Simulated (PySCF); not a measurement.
# Electron correlation in Cu (copper, neutral)

[Ar] 3d10 4s1, 2S determinant. All numbers are calculated (PySCF 2.14, the spin-free X2C one-electron Hamiltonian (Gaussian nucleus), in jorge-DZP-DKH). Frozen: [Ar]; 11 electrons correlated.

MP2 pair energies summed by pair of shells (mhartree):

```json
{"pair": "3d-3d", "energy": "-291.31", "share (%)": "95.9"}
{"pair": "3d-4s", "energy": "-12.55", "share (%)": "4.1"}
```

Total MP2 correlation energy: -303.87 mhartree.

Same-spin part -114.31 and opposite-spin part -189.56 mhartree; SCS-MP2 scales them by 1/3 and 6/5 to -265.57 mhartree.

```
  level  correlation energy (mhartree)
   CCSD                        -271.95
    (T)                         -12.82
CCSD(T)                        -284.77
```

Diagnostics: T1 = 0.014, D1 = 0.0479, largest double amplitude 0.035.

Is a single reference adequate?

Yes: T1 lies below 0.03 and no double amplitude reaches 0.07.
